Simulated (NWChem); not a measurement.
All runs are NWChem calculations. System: diiodomethane (CH2I2), charge 0, spin multiplicity 1, at a geometry optimised with B3LYP/def2-SVP with def2 effective core potentials on I. Level: RHF/def2-TZVP with def2 effective core potentials on I.

NWChem printed:

```
             Northwest Computational Chemistry Package (NWChem) 7.3.0
             --------------------------------------------------------

                                NWChem Input Module
                                -------------------

 Scaling coordinates for geometry "geometry" by  1.889725989
 (inverse scale =  0.529177249)

 Turning off AUTOSYM since
 SYMMETRY directive was detected!

                             Geometry "geometry" -> ""
                             -------------------------

 Output coordinates in angstroms (scale by  1.889725989 to convert to a.u.)

  No.       Tag          Charge          X              Y              Z
 ---- ---------------- ---------- -------------- -------------- --------------
    1 I                   53.0000     1.83907900     0.00000000     0.09076000
    2 C                    6.0000     0.00000000     0.00000000    -1.04898200
    3 I                   53.0000    -1.83907900     0.00000000     0.09076000
    4 H                    1.0000     0.00000000     0.90455800    -1.66335800
    5 H                    1.0000     0.00000000    -0.90455800    -1.66335800

 Effective nuclear repulsion energy (a.u.)     607.3704761000

            Nuclear Dipole moment (a.u.)
            ----------------------------
        X                 Y               Z
 ---------------- ---------------- ----------------
     0.0000000000     0.0000000000    -0.0000907068

      Symmetry information
      --------------------

 Group name             C2v
 Group number             16
 Group order               4
 No. of unique centers     3

      Symmetry unique atoms

     1    2    4


 Summary of "ao basis" -> "" (spherical)
 ------------------------------------------------------------------------------
       Tag                 Description            Shells   Functions and Types
 ---------------- ------------------------------  ------  ---------------------
 *                         def2-tzvp                  on all atoms

 Summary of "ao basis" -> "ao basis" (spherical)
 ------------------------------------------------------------------------------
       Tag                 Description            Shells   Functions and Types
 ---------------- ------------------------------  ------  ---------------------
 I                         def2-tzvp                16       50   6s5p3d2f
 C                         def2-tzvp                11       31   5s3p2d1f
 H                         def2-tzvp                 4        6   3s1p
[...]
    14      0.246977  1 I  py                95      0.246977  3 I  py
    20      0.194378  1 I  py               101      0.194378  3 I  py

 Vector   29  Occ=2.000000D+00  E=-3.617471D-01  Symmetry=b1
              MO Center=  2.3D-14,  6.4D-16,  7.8D-03, r^2= 5.7D+00
   Bfn.  Coefficient  Atom+Function         Bfn.  Coefficient  Atom+Function
  ----- ------------  ---------------      ----- ------------  ---------------
    16      0.294469  1 I  px                97      0.294469  3 I  px
    18     -0.290449  1 I  pz                99      0.290449  3 I  pz
    10     -0.238370  1 I  px                91     -0.238370  3 I  px
    12      0.228694  1 I  pz                93     -0.228694  3 I  pz
    13      0.186352  1 I  px                94      0.186352  3 I  px

 Vector   30  Occ=0.000000D+00  E= 4.429982D-02  Symmetry=a1
              MO Center= -2.0D-14, -2.7D-16, -1.9D-01, r^2= 7.2D+00
   Bfn.  Coefficient  Atom+Function         Bfn.  Coefficient  Atom+Function
  ----- ------------  ---------------      ----- ------------  ---------------
    55      1.499158  2 C  s                 19      0.551293  1 I  px
   100     -0.551293  3 I  px                 6     -0.505989  1 I  s
    87     -0.505989  3 I  s                134     -0.405064  4 H  s
   140     -0.405064  5 H  s                 64      0.342402  2 C  pz
    21      0.247105  1 I  pz               102      0.247105  3 I  pz

 Vector   31  Occ=0.000000D+00  E= 1.061839D-01  Symmetry=b1
              MO Center=  7.3D-14, -3.5D-15,  1.6D-01, r^2= 8.5D+00
   Bfn.  Coefficient  Atom+Function         Bfn.  Coefficient  Atom+Function
  ----- ------------  ---------------      ----- ------------  ---------------
    62      1.053492  2 C  px                 6     -0.782925  1 I  s
    87      0.782925  3 I  s                 19      0.720240  1 I  px
   100      0.720240  3 I  px                21      0.551925  1 I  pz
   102     -0.551925  3 I  pz                59      0.282753  2 C  px
    56      0.260181  2 C  px

 Vector   32  Occ=0.000000D+00  E= 1.586558D-01  Symmetry=a1
              MO Center=  5.3D-15,  3.8D-17, -1.6D+00, r^2= 6.1D+00
   Bfn.  Coefficient  Atom+Function         Bfn.  Coefficient  Atom+Function
  ----- ------------  ---------------      ----- ------------  ---------------
    55      3.123783  2 C  s                134     -2.452981  4 H  s
   140     -2.452981  5 H  s                 64     -1.446698  2 C  pz
    19     -0.342715  1 I  px               100      0.342715  3 I  px
    54     -0.299808  2 C  s                133      0.276987  4 H  s
   139      0.276987  5 H  s                  5      0.194949  1 I  s

 center of mass
 --------------
 x =   0.00000000 y =   0.00000000 z =   0.05005864

 moments of inertia (a.u.)
 ------------------
          79.753137199221           0.000000000000           0.000000000000
           0.000000000000        3139.293719725137           0.000000000000
           0.000000000000           0.000000000000        3071.319777974151

  Mulliken analysis of the total density
  --------------------------------------

    Atom       Charge   Shell Charges
 -----------   ------   -------------------------------------------------------
    1 I   25    25.03   0.19 -0.77  1.58  1.01  1.09  0.85 -0.49  6.44  1.33  2.76  0.98  9.23  0.77  0.06  0.01  0.00
    2 C    6     6.28   0.85  1.12  0.47  0.81 -0.02  1.12  1.50  0.33  0.01  0.09  0.00
    3 I   25    25.03   0.19 -0.77  1.58  1.01  1.09  0.85 -0.49  6.44  1.33  2.76  0.98  9.23  0.77  0.06  0.01  0.00
    4 H    1     0.83   0.26  0.47  0.08  0.02
    5 H    1     0.83   0.26  0.47  0.08  0.02

       Multipole analysis of the density wrt the origin
       ------------------------------------------------

     L   x y z        total         open         nuclear
     -   - - -        -----         ----         -------
     0   0 0 0     -0.000000      0.000000     58.000000

     1   1 0 0      0.000000      0.000000      0.000000
     1   0 1 0      0.000000      0.000000      0.000000
     1   0 0 1     -0.535298      0.000000     -9.604736

     2   2 0 0    -45.620875      0.000000    603.904751
     2   1 1 0      0.000000      0.000000      0.000000
     2   1 0 1     -0.000000      0.000000      0.000000
     2   0 2 0    -45.760472      0.000000      5.843869
     2   0 1 1      0.000000      0.000000      0.000000
     2   0 0 2    -43.464600      0.000000     44.808172

 Task  times  cpu:        9.5s     wall:        9.5s

 Total times  cpu:        9.5s     wall:        9.5s
```

Question: Write an NWChem input that would produce this output.

Answer: This is not unique; one that fits is 
```
start mol
memory heap 200 mb stack 900 mb global 1100 mb
geometry units angstroms nocenter noautoz
  I      1.839079     0.000000     0.090760
  C      0.000000     0.000000    -1.048982
  I     -1.839079     0.000000     0.090760
  H      0.000000     0.904558    -1.663358
  H      0.000000    -0.904558    -1.663358
  symmetry group C2v
end
basis spherical
  * library def2-tzvp
end
ecp
  I library def2-ecp
end
scf
  rhf
  nopen 0
  maxiter 100
  thresh 1e-7
  semidirect memsize 60000000 filesize 0
end
task scf energy
```
